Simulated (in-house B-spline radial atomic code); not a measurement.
Successive ionisation energies of zinc; each step leads to the configuration of the next row (after the last: [He] 2s2 2p6). Dirac energy differences include first-order Breit, QED and recoil terms. NIST's values go from ground level to ground level; the uncertainty of those that are theory runs from under 0.1 % in few-electron ions to several per cent in heavy many-electron ones. Computed with a radial B-spline atomic code at the basis-set limit: Dirac-Hartree-Fock, average of the configuration, finite nuclei.

```json
{"ion": "Zn10+", "configuration": "[Ar] 3d2", "ionisation energy (eV)": "270.8", "tabulated value (eV)": "274.4", "tabulated kind": "semi-empirical", "computed minus tabulated (eV)": "-3.6", "highest orbital": "3d5/2", "largest mean radius (bohr)": "0.63181"}
{"ion": "Zn11+", "configuration": "[Ar] 3d1", "ionisation energy (eV)": "308.3", "tabulated value (eV)": "310.8", "tabulated kind": "semi-empirical", "computed minus tabulated (eV)": "-2.5", "highest orbital": "3d5/2", "largest mean radius (bohr)": "0.62061"}
{"ion": "Zn12+", "configuration": "[Ne] 3s2 3p6", "ionisation energy (eV)": "417.8", "tabulated value (eV)": "417.6", "tabulated kind": "semi-empirical", "computed minus tabulated (eV)": "0.2", "highest orbital": "3p3/2", "largest mean radius (bohr)": "0.60964"}
{"ion": "Zn13+", "configuration": "[Ne] 3s2 3p5", "ionisation energy (eV)": "455.0", "tabulated value (eV)": "453.4", "tabulated kind": "semi-empirical", "computed minus tabulated (eV)": "1.6", "highest orbital": "3p3/2", "largest mean radius (bohr)": "0.59943"}
{"ion": "Zn14+", "configuration": "[Ne] 3s2 3p4", "ionisation energy (eV)": "493.1", "tabulated value (eV)": "490.6", "tabulated kind": "semi-empirical", "computed minus tabulated (eV)": "2.5", "highest orbital": "3p3/2", "largest mean radius (bohr)": "0.59174"}
{"ion": "Zn15+", "configuration": "[Ne] 3s2 3p3", "ionisation energy (eV)": "532.1", "tabulated value (eV)": "540", "tabulated kind": "semi-empirical", "computed minus tabulated (eV)": "-7.9", "highest orbital": "3p3/2", "largest mean radius (bohr)": "0.58496"}
{"ion": "Zn16+", "configuration": "[Ne] 3s2 3p2", "ionisation energy (eV)": "572.0", "tabulated value (eV)": "577.8", "tabulated kind": "semi-empirical", "computed minus tabulated (eV)": "-5.8", "highest orbital": "3p3/2", "largest mean radius (bohr)": "0.57834"}
{"ion": "Zn17+", "configuration": "[Ne] 3s2 3p1", "ionisation energy (eV)": "612.9", "tabulated value (eV)": "613.3", "tabulated kind": "semi-empirical", "computed minus tabulated (eV)": "-0.4", "highest orbital": "3p3/2", "largest mean radius (bohr)": "0.57188"}
{"ion": "Zn18+", "configuration": "[Ne] 3s2", "ionisation energy (eV)": "693.4", "tabulated value (eV)": "697.5", "tabulated kind": "semi-empirical", "computed minus tabulated (eV)": "-4.1", "highest orbital": "3s1/2", "largest mean radius (bohr)": "0.56557"}
{"ion": "Zn19+", "configuration": "[Ne] 3s1", "ionisation energy (eV)": "736.7", "tabulated value (eV)": "737.366", "tabulated kind": "semi-empirical", "computed minus tabulated (eV)": "-0.7", "highest orbital": "3s1/2", "largest mean radius (bohr)": "0.5586"}
```

Where a p, d or f electron is removed, the computed value is a mean over both j, so it misses the tabulated one by a part of the spin-orbit splitting; averaging over terms and missing correlation add to the gap, relatively most at low charge.
